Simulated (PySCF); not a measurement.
## How methods differ on the ionisation energy of Xe⁵³⁺

Xe⁵³⁺ 1s1 (2S) → Xe⁵⁴⁺ (bare nucleus), as a difference of total energies. Computed with PySCF 2.14 in an even-tempered Gaussian basis (17 s from 110 bohr⁻², ratio 2.2; 7 p from 170 bohr⁻², ratio 2.4; 4 d from 520 bohr⁻², ratio 2.4; 3 f from 780 bohr⁻², ratio 2.4; 3 g from 1200 bohr⁻², ratio 2.4), with the spin-free X2C one-electron Hamiltonian (Gaussian nucleus). The calculations carry no spin-orbit coupling.

```json
{"method": "UHF", "ionisation energy (eV)": "41343.7", "difference from reference (eV)": "+43.8"}
{"method": "LDA", "ionisation energy (eV)": "41276.9", "difference from reference (eV)": "-23.0"}
{"method": "PBE", "ionisation energy (eV)": "41339.7", "difference from reference (eV)": "+39.8"}
{"method": "PBE0", "ionisation energy (eV)": "41340.8", "difference from reference (eV)": "+40.9"}
{"method": "r2SCAN", "ionisation energy (eV)": "41346.6", "difference from reference (eV)": "+46.7"}
{"method": "BP86", "ionisation energy (eV)": "41347.4", "difference from reference (eV)": "+47.5"}
{"method": "M06", "ionisation energy (eV)": "41351.5", "difference from reference (eV)": "+51.6"}
```

Reference: 41299.9 eV (theoretical estimate listed by NIST; NIST Atomic Spectra Database, ionization energies).

For one electron Hartree-Fock is exact for this Hamiltonian up to the basis; QED and nuclear recoil make up the gap, and the density functionals add self-interaction.
